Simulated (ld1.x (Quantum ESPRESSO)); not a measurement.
**An all-electron radial function and its pseudo partner (zirconium)**

Columns: radius, all-electron u(r) and pseudo u(r) of the 4d shell (level -4.65 eV) of zirconium in the configuration [Ar] 3d10 4s2 4p6 4d2 5s1 5p1; PBE, scalar-relativistic, TM semilocal scheme, ld1.x (Quantum ESPRESSO) 7.5.

```
r (bohr)  all-electron   pseudo
   0.158        0.2023  -0.0047
   0.315        0.3034  -0.0349
   0.473        0.1549  -0.1064
   0.630       -0.0722  -0.2168
   0.788       -0.2866  -0.3500
   0.945       -0.4545  -0.4795
   1.102       -0.5728  -0.5845
   1.260       -0.6468  -0.6550
   1.418       -0.6850  -0.6908
   1.575       -0.6966  -0.6997
   1.732       -0.6899  -0.6909
   1.890       -0.6707  -0.6709
   2.047       -0.6439  -0.6439
   2.205       -0.6122  -0.6122
   2.362       -0.5785  -0.5785
   2.520       -0.5438  -0.5438
   2.678       -0.5094  -0.5094
   2.835       -0.4761  -0.4761
   2.992       -0.4440  -0.4440
   3.150       -0.4132  -0.4132
   3.308       -0.3840  -0.3840
   3.465       -0.3565  -0.3565
   3.622       -0.3305  -0.3305
   3.780       -0.3059  -0.3059
   3.938       -0.2828  -0.2828
   4.095       -0.2613  -0.2613
```

How many radial nodes do the two functions have?

The all-electron 4d function has n − l − 1 = 1; the pseudo-wave has 0, since the states of the same l below it are removed with the core.

At about which radius was the pseudo-wave matched?

2.15 bohr. The columns agree to 0.0005 from 1.89 bohr on; several derivatives are matched, so the curves merge somewhat inside the radius.

Where does each function peak?

Outermost all-electron maximum near 1.57 bohr, pseudo maximum near 1.57 bohr (to the table’s step).

Is the pseudo-wave norm-conserving?

Yes: the TM semilocal scheme keeps the norm inside the radius equal to the all-electron one, which fixes the energy derivative of the logarithmic derivative at the level.
